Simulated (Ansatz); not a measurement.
Molecule: sum formula H3SiSO3, charge -1, multiplicity 1. It need not be the lowest isomer of its formula. Whether it binds its extra electron was not tested at this geometry. 
Coordinates optimised at B3LYP-D3(BJ)/def2-TZVP (Ansatz, an electronic-structure program):
```
Si
O 1 1.5457
O 1 1.6832 2 121.97
H 3 0.9617 1 109.46 2 -93.93
O 1 1.6964 2 115.13 3 -120.17
H 5 0.9617 1 107.75 2 -23.61
S 1 2.2149 2 110.29 6 -111.10
H 7 1.3446 1 96.33 2 -178.65
```
Charge -1, spin multiplicity 1.

Total electronic energies in hartree. Valence correlation only, unless marked. No spin-orbit coupling. Non-relativistic. CBS marks a two-point X^-3 extrapolation of the correlation energy; Hartree-Fock from the larger set.

```json
[
 {"level": "HF/aug-cc-pV(Q+d)Z", "program": "Ansatz", "energy (Eh)": "-913.17158"},
 {"level": "HF/cc-pV(Q+d)Z", "program": "Ansatz", "energy (Eh)": "-913.16874"},
 {"level": "RI-HF/aug-cc-pV(T+d)Z", "program": "Ansatz", "energy (Eh)": "-913.14972"},
 {"level": "PBE-D3(BJ)/def2-TZVPD", "program": "Ansatz + dftd3", "energy (Eh)": "-914.98184"},
 {"level": "r2SCAN-D3(BJ)/def2-TZVPD", "program": "Ansatz + dftd3", "energy (Eh)": "-915.37354"},
 {"level": "PBE0/def2-TZVPD", "program": "Ansatz", "energy (Eh)": "-915.02698"},
 {"level": "wB97X-V/def2-TZVPD", "program": "Ansatz", "energy (Eh)": "-915.34474"},
 {"level": "B2PLYP-D3(BJ)/def2-TZVPD", "program": "Ansatz + dftd3", "energy (Eh)": "-915.15152"},
 {"level": "RPA@PBE/cc-pV(Q+d)Z", "program": "Ansatz", "energy (Eh)": "-914.85193"},
 {"level": "MP2/cc-pV(Q+d)Z", "program": "Ansatz", "energy (Eh)": "-914.28688"},
 {"level": "SCS-MP2/cc-pV(Q+d)Z", "program": "Ansatz", "energy (Eh)": "-914.27031"},
 {"level": "CCSD/STO-3G", "program": "Ansatz", "energy (Eh)": "-902.11107"},
 {"level": "CCSD/6-31G", "program": "Ansatz", "energy (Eh)": "-913.23886"},
 {"level": "CCSD(T)/cc-pwCVTZ", "program": "Ansatz", "energy (Eh)": "-914.25110"},
 {"level": "CCSD(T)/CBS(aug-cc-pV(T+d)Z,aug-cc-pV(Q+d)Z)", "program": "Ansatz", "energy (Eh)": "-914.4083"}
]
```

Totals of different functionals don't rank their quality; only differences between species are comparable.
